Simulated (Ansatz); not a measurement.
Geometry optimisation of Cu3H3.

```yaml
crystal:
  periodic: [false, false, false]
  atoms:
    - {symbol: Cu, position_ang: [0.176786, 1.328476, 0.040338]}
    - {symbol: Cu, position_ang: [1.062617, -0.817227, -0.025893]}
    - {symbol: Cu, position_ang: [-1.239407, -0.511229, -0.014435]}
    - {symbol: H, position_ang: [1.747780, 0.720966, 0.020177]}
    - {symbol: H, position_ang: [-0.249251, -1.873391, -0.056782]}
    - {symbol: H, position_ang: [-1.498524, 1.152405, 0.036595]}
basis:
  gaussian: {orbitals: def2-SVP}
magnetization: {spin_polarized: true, initial_magnetization: 2}
hamiltonian: {xc: pbe, dispersion: d4}
scf: {omitted_lower_state_checks: [starts]}
output: {orbitals: {seedname: orbitals}}
relax: {f_tol: 0.02, max_steps: 100}
```

```sh
$ ansatz run in.yaml --threads 4 --pin off --events-out ev --progress --plain --max-ram 3916MiB
```

Output, abridged:

```
Functional definition: PBE
  name "PBE"
  cite "Perdew, Burke & Ernzerhof, Phys. Rev. Lett. 77, 3865 (1996) doi:10.1103/PhysRevLett.77.3865"
  parent pbe
  parameter kappa = 0.804
  parameter beta = 0.06672455060314922
  exchange = pbe_x(kappa = kappa, mu = beta*pi^2/3)
  correlation = pbe_c(beta = beta)
these checks for a lower state are left out or cut short: starts
mean field -133929.37897094 eV, -4921.8138965883 hartree, gradient 2.3e-10 eV, S^2 2.003917; 0 other end points of the search recorded, 0 dependent functions left out
the calculation of the forces begins
relax step   1: F+E_penalty+E_count = -133929.53926046 eV  Δ(F+E_penalty+E_count) = +0.000e0 eV  max|allowed force component| = 1.975e0 eV/Å  Δτ_max = 0.0000 Å  (302 SCF iters, accepted)
these checks for a lower state are left out or cut short: starts, cluster_reference, orbital_swaps, neighbouring_geometries, increment
mean field -133929.77747355 eV, -4921.8285412891 hartree, gradient 1.1e-5 eV, S^2 2.003866; 0 other end points of the search recorded, 0 dependent functions left out
the calculation of the forces begins
relax step   2: F+E_penalty+E_count = -133929.93782392 eV  Δ(F+E_penalty+E_count) = -3.986e-1 eV  max|allowed force component| = 1.197e0 eV/Å  Δτ_max = 0.1194 Å  (56 SCF iters, accepted)
these checks for a lower state are left out or cut short: starts, cluster_reference, orbital_swaps, neighbouring_geometries, increment
mean field -133929.97626287 eV, -4921.8358466621 hartree, gradient 2.6e-5 eV, S^2 2.003626; 0 other end points of the search recorded, 0 dependent functions left out
the calculation of the forces begins
relax step   3: F+E_penalty+E_count = -133930.13781171 eV  Δ(F+E_penalty+E_count) = -2.000e-1 eV  max|allowed force component| = 2.351e-1 eV/Å  Δτ_max = 0.1942 Å  (44 SCF iters, accepted)
these checks for a lower state are left out or cut short: starts, cluster_reference, orbital_swaps, neighbouring_geometries, increment
mean field -133929.98437205 eV, -4921.8361446688 hartree, gradient 1.1e-5 eV, S^2 2.003656; 0 other end points of the search recorded, 0 dependent functions left out
the calculation of the forces begins
relax step   4: F+E_penalty+E_count = -133930.14597587 eV  Δ(F+E_penalty+E_count) = -8.164e-3 eV  max|allowed force component| = 5.827e-2 eV/Å  Δτ_max = 0.0387 Å  (40 SCF iters, accepted)
these checks for a lower state are left out or cut short: starts, cluster_reference, orbital_swaps, neighbouring_geometries, increment
mean field -133929.98602903 eV, -4921.8362055616 hartree, gradient 2.1e-5 eV, S^2 2.003659; 0 other end points of the search recorded, 0 dependent functions left out
the calculation of the forces begins
relax step   5: F+E_penalty+E_count = -133930.14761616 eV  Δ(F+E_penalty+E_count) = -1.640e-3 eV  max|allowed force component| = 3.730e-2 eV/Å  Δτ_max = 0.0130 Å  (39 SCF iters, accepted)
these checks for a lower state are left out or cut short: starts, cluster_reference, orbital_swaps, neighbouring_geometries, increment
mean field -133929.99353708 eV, -4921.8364814776 hartree, gradient 2.5e-5 eV, S^2 2.003669; 0 other end points of the search recorded, 0 dependent functions left out
the calculation of the forces begins
relax step   6: F+E_penalty+E_count = -133930.15496335 eV  Δ(F+E_penalty+E_count) = -7.347e-3 eV  max|allowed force component| = 8.787e-2 eV/Å  Δτ_max = 0.0830 Å  (38 SCF iters, accepted)
these checks for a lower state are left out or cut short: starts, cluster_reference, orbital_swaps, neighbouring_geometries, increment
mean field -133930.00980241 eV, -4921.8370792174 hartree, gradient 3.0e-5 eV, S^2 2.003642; 0 other end points of the search recorded, 0 dependent functions left out
the calculation of the forces begins
relax step   7: F+E_penalty+E_count = -133930.17060185 eV  Δ(F+E_penalty+E_count) = -1.564e-2 eV  max|allowed force component| = 2.168e-1 eV/Å  Δτ_max = 0.1198 Å  (46 SCF iters, accepted)
these checks for a lower state are left out or cut short: starts, cluster_reference, orbital_swaps, neighbouring_geometries, increment
mean field -133930.04285478 eV, -4921.8382938696 hartree, gradient 2.7e-5 eV, S^2 2.003523; 0 other end points of the search recorded, 0 dependent functions left out
the calculation of the forces begins
relax step   8: F+E_penalty+E_count = -133930.20210987 eV  Δ(F+E_penalty+E_count) = -3.151e-2 eV  max|allowed force component| = 5.183e-1 eV/Å  Δτ_max = 0.1961 Å  (46 SCF iters, accepted)
these checks for a lower state are left out or cut short: starts, cluster_reference, orbital_swaps, neighbouring_geometries, increment
mean field -133930.08343009 eV, -4921.8397849846 hartree, gradient 2.7e-5 eV, S^2 2.003475; 0 other end points of the search recorded, 0 dependent functions left out
the calculation of the forces begins
relax step   9: F+E_penalty+E_count = -133930.24109456 eV  Δ(F+E_penalty+E_count) = -3.898e-2 eV  max|allowed force component| = 6.554e-1 eV/Å  Δτ_max = 0.1949 Å  (46 SCF iters, accepted)
these checks for a lower state are left out or cut short: starts, cluster_reference, orbital_swaps, neighbouring_geometries, increment
mean field -133930.11334474 eV, -4921.8408843280 hartree, gradient 2.8e-5 eV, S^2 2.003433; 0 other end points of the search recorded, 0 dependent functions left out
the calculation of the forces begins
relax step  10: F+E_penalty+E_count = -133930.26925725 eV  Δ(F+E_penalty+E_count) = -2.816e-2 eV  max|allowed force component| = 1.975e-1 eV/Å  Δτ_max = 0.2000 Å  (46 SCF iters, accepted)
these checks for a lower state are left out or cut short: starts, cluster_reference, orbital_swaps, neighbouring_geometries, increment
mean field -133930.12277235 eV, -4921.8412307861 hartree, gradient 2.4e-5 eV, S^2 2.003393; 0 other end points of the search recorded, 0 dependent functions left out
the calculation of the forces begins
relax step  11: F+E_penalty+E_count = -133930.27903167 eV  Δ(F+E_penalty+E_count) = -9.774e-3 eV  max|allowed force component| = 2.298e-2 eV/Å  Δτ_max = 0.0525 Å  (39 SCF iters, accepted)
these checks for a lower state are left out or cut short: starts, cluster_reference, orbital_swaps, neighbouring_geometries, increment
mean field -133930.12276762 eV, -4921.8412306123 hartree, gradient 1.6e-5 eV, S^2 2.003398; 0 other end points of the search recorded, 0 dependent functions left out
the calculation of the forces begins
relax step  12: F+E_penalty+E_count = -133930.27909461 eV  Δ(F+E_penalty+E_count) = -6.293e-5 eV  max|allowed force component| = 3.142e-3 eV/Å  Δτ_max = 0.0079 Å  (36 SCF iters, accepted)
these checks for a lower state are left out or cut short: starts
mean field -133930.12276762 eV, -4921.8412306124 hartree, gradient 1.6e-5 eV, S^2 2.003398; 0 other end points of the search recorded, 0 dependent functions left out
the calculation of the forces begins
Total energy: -133930.27915769 eV, -4921.8469778413 hartree
Atom 0 at     0.356127     1.233455     0.036198 Å, force    -0.003142    -0.000788     0.000932 eV/Å
Atom 1 at     1.272391    -0.978096    -0.020575 Å, force    -0.001235     0.000468    -0.000159 eV/Å
Atom 2 at    -1.101343    -0.660053    -0.020046 Å, force     0.000000     0.001867     0.000998 eV/Å
Atom 3 at     1.831660     1.594687     0.040827 Å, force     0.001144     0.000244    -0.000385 eV/Å
Atom 4 at    -1.073963    -2.178066    -0.071248 Å, force     0.000487    -0.000943    -0.000414 eV/Å
Atom 5 at    -1.284872     0.988072     0.034844 Å, force     0.002746    -0.000848    -0.000973 eV/Å
Dipole moment:    -0.043980     0.034198     0.002727 e Å
Checks for a lower state left out: starts
```

It took 29 s on 4 threads of Intel Xeon 6975P-C on a shared host.

At PBE-D4/def2-SVP a singlet of charge 0 lies 2.42 eV below the triplet, each at its own geometry. The structure comes from a short search, and lower isomers may exist.
